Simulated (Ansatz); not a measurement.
Gas-phase electronic energies from Ansatz, PBE0-D4/def2-TZVP geometries. CCSD(T)/CBS is the MP2 limit (def2-TZVPP, def2-QZVPP) plus CCSD(T) − MP2 in def2-TZVPP, frozen cores. This one scheme is used for every species. DFT in def2-TZVPP. B3LYP here is the variant with VWN-RPA as its local correlation; programs differ in this. HSE06 is defined as in plane-wave codes. For Br outer-core shells are correlated without core-valence functions, which leaves a few kJ/mol of doubt a bond. Scalar relativity is left out up to krypton.

Reaction (ligand exchange at the Si–C bond): `C[SiH](C)C#N` + HBr → `C[SiH](C)Br` + `C#N`

`C[SiH](C)C#N`:

Cartesian coordinates in Å:
```
C 0.626 0.704 1.373
Si -0.467 0.266 -0.068
C 0.473 -0.313 -1.565
C -1.575 -1.129 0.474
N -2.243 -2.004 0.813
H 0.031 0.997 2.240
H 1.282 1.538 1.110
H 1.251 -0.146 1.658
H -1.385 1.382 -0.406
H 1.095 -1.177 -1.323
H 1.122 0.483 -1.936
H -0.209 -0.599 -2.369
```

HBr:

Z-matrix (Å, degrees):
```
Br
H 1 1.420
```

`C[SiH](C)Br`:

Cartesian coordinates in Å:
```
C 1.460 -0.470 -0.425
Si 0.098 0.265 0.606
C -1.585 0.013 -0.146
Br 0.464 2.466 0.792
H 1.459 -0.041 -1.430
H 1.324 -1.552 -0.512
H 2.436 -0.281 0.027
H 0.139 -0.273 1.990
H -1.630 0.449 -1.146
H -1.805 -1.056 -0.224
H -2.359 0.479 0.467
```

`C#N`:

Z-matrix (Å, degrees):
```
C
N 1 1.146
H 1 1.069 2 180.0
```

```csv
level,ΔE (kcal/mol),difference from CCSD(T)/CBS
LDA (SPW92),-11.9,1.6
revPBE-D4,-12.2,1.3
BLYP-D4,-11.6,1.9
r2SCAN-D4,-12.7,0.8
PBE0-D4,-13.0,0.5
B3LYP-D4,-12.2,1.3
r2SCANh-D4,-13.0,0.5
r2SCAN0-D4,-13.3,0.2
HSE06-D4,-13.0,0.5
BHLYP-D4,-13.1,0.4
CAM-B3LYP-D4,-11.8,1.7
ωB97M-V,-12.9,0.6
B2PLYP,-12.2,1.3
PBE,-12.0,1.5
revPBE,-11.9,1.6
BLYP,-10.9,2.6
r2SCAN,-12.7,0.8
PBE0,-12.7,0.8
B3LYP,-11.6,1.9
r2SCANh,-13.0,0.5
r2SCAN0,-13.3,0.2
HSE06,-12.7,0.8
BHLYP,-12.3,1.2
CAM-B3LYP,-11.5,2.0
LC-ωPBE,-12.5,1.0
RPA@PBE/def2-TZVPP,-11.1,2.4
HF/def2-SVP,-12.0,1.5
MP2/def2-SVP,-12.3,1.2
CCSD/def2-SVP,-11.4,2.1
CCSD(T)/def2-SVP,-11.1,2.4
HF/def2-TZVPP,-13.0,0.5
MP2/def2-TZVPP,-13.2,0.3
SCS-MP2/def2-TZVPP,-12.5,1.0
CCSD/def2-TZVPP,-12.2,1.3
CCSD(T)/def2-TZVPP,-12.1,1.4
HF/def2-QZVPP,-12.9,0.6
MP2/def2-QZVPP,-13.9,-0.4
SCS-MP2/def2-QZVPP,-13.2,0.3
MP2/CBS(def2),-14.6,-1.1
CCSD/CBS(def2),-13.6,-0.1
CCSD(T)/CBS,-13.5,0
```

Largest T1 diagnostic among the species: 0.014.

At CCSD(T), def2-SVP lies +2.4 kcal/mol from the extrapolated value and def2-TZVPP +1.4 kcal/mol. From BLYP to BHLYP (50 % exact exchange), in def2-TZVPP and without D4, ΔE moves by −1.4 kcal/mol. Leaving LDA and LC-ωPBE aside and taking each functional with its dispersion term where it has one, the values spread over 1.7 kcal/mol, from r2SCAN0-D4 to BLYP-D4.
